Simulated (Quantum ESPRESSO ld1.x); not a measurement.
These are the eigenvalues of the occupied orbitals of an atom or ion with whole-number occupations (eV). Method: scalar-relativistic Kohn-Sham, LDA (Slater exchange, VWN5 correlation), spin-polarised, spherical densities, point nucleus; computed with ld1.x of Quantum ESPRESSO 7.5.

orbital  eigenvalue
1s up      -71285.4
1s down    -71283.2
2s up      -13821.2
2s down    -13819.9
2p up      -12323.9
2p down    -12322.2
3s up      -4522.45
3s down    -4520.45
3p up      -4077.69
3p down    -4075.50
3d up      -3580.09
3d down    -3578.08
4s up      -2114.42
4s down    -2106.66
4p up      -1947.75
4p down    -1940.03

Which element is it, and in what charge state? The configuration may be excited. Open shells, if any, are filled with parallel spins first.

Answer. Z = 74, tungsten, charge +40: W40+ in [Ar] 3d10 4s2 4p4. The list shows which subshells hold electrons but not how many an open one holds; the 1s level, -2619.7 hartree, gives Z - s = 72.4 by -(Z - s)^2/2, which with screening and relativity narrows Z to a few neighbours, and the depths of the outer levels then fix element, charge and occupations together.
